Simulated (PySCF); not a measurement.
Si(H)(I)(Me)2 (C2H7ISi), SMILES I[SiH](C)C. Atoms are numbered in the order given.

```xyz
11

Si     1.3405     0.4376     0.0000
C      2.0806    -0.2987    -1.5589
C      2.0806    -0.2987     1.5589
I     -1.1062    -0.0333     0.0000
H      1.4714     1.9212     0.0000
H      3.1633    -0.0896    -1.5958
H      1.9356    -1.3900    -1.5792
H      1.6131     0.1289    -2.4587
H      1.6131     0.1289     2.4587
H      1.9356    -1.3900     1.5792
H      3.1633    -0.0896     1.5958
```
Charge 0, spin multiplicity 1.

Coordinates come from a B3LYP-D3(BJ)/def2-SVP optimisation. The def2 effective core potentials stand for the cores of I; spin–orbit coupling is left out.

Calculation: PBE/def2-TZVP run with PySCF.

ESP charges are fitted to the potential on shells at 1.4 to 2.0 van der Waals radii. Atomic charges (e):

```csv
atom,ESP fit,Löwdin
Si1,0.49,0.02
C2,-0.62,…
C3,-0.62,…
I4,-0.20,0.11
H5,-0.09,…
H6,0.19,…
H7,0.17,…
H8,0.16,…
H9,0.16,…
H10,0.17,…
H11,0.19,…
```

Task: What belongs in the gaps? (The exact figures need the calculation; the answer reports its results.)

Result: 
- C2, Löwdin: -0.46
- C3, Löwdin: -0.46
- H5, Löwdin: -0.02
- H6, Löwdin: 0.13
- H7, Löwdin: 0.14
- H8, Löwdin: 0.14
- H9, Löwdin: 0.14
- H10, Löwdin: 0.14
- H11, Löwdin: 0.13

Task: Give the Mayer and Wiberg (Löwdin basis) orders of the bonds. (An estimate is asked for; the answer gives what the named calculation found.)

Result: 
| bond | Mayer | Wiberg |
|---|---|---|
| Si1–C2 | 1.01 | 1.24 |
| Si1–C3 | 1.01 | 1.24 |
| Si1–I4 | 1.11 | 1.56 |
| Si1–H5 | 0.93 | 0.89 |
| C2–H6 | 0.93 | 0.89 |
| C2–H7 | 0.94 | 0.90 |
| C2–H8 | 0.95 | 0.90 |
| C3–H9 | 0.95 | 0.90 |
| C3–H10 | 0.94 | 0.90 |
| C3–H11 | 0.93 | 0.89 |
